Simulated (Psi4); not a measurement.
Psi4 was given this input:
```
memory 2 GB

molecule {
0 3
  B     0.05650358    0.39417268    0.34215853
  C     1.41954857   -0.13518450   -0.48372115
  H     1.23896787   -1.03247355   -1.07187377
  H     2.08937162   -0.36474791    0.33933365
  H     1.85126810    0.63004949   -1.11693327
  C    -0.56583753   -0.64972355    1.37286759
  H    -0.79811715   -1.61888125    0.91410609
  H    -1.49285218   -0.28887489    1.82201511
  H     0.10206547   -0.85538698    2.21126460
  C    -0.85670585    0.67333727   -1.03925510
  H    -1.79304235    1.01427906   -0.60819344
  H    -1.02816575   -0.22719148   -1.62518173
  H    -0.43404466    1.44178876   -1.67467795
}

set basis 3-21g
set reference uks

energy('svwn')
print_variables()
```

Give the dipole moment at the level Psi4 with SVWN/3-21G.

1.64 D

What is the computed nuclear repulsion energy (SVWN/3-21G)?

112.3729 Eh

What is the computed <S^2> (SVWN/3-21G)?

2.002

Estimate the number of basis functions that SVWN/3-21G returns for this input.

54

Estimate the total energy that SVWN/3-21G returns for this input.

-142.8099 Eh

These values belong to the state on which the SCF converged, which isn't shown to be the lowest.
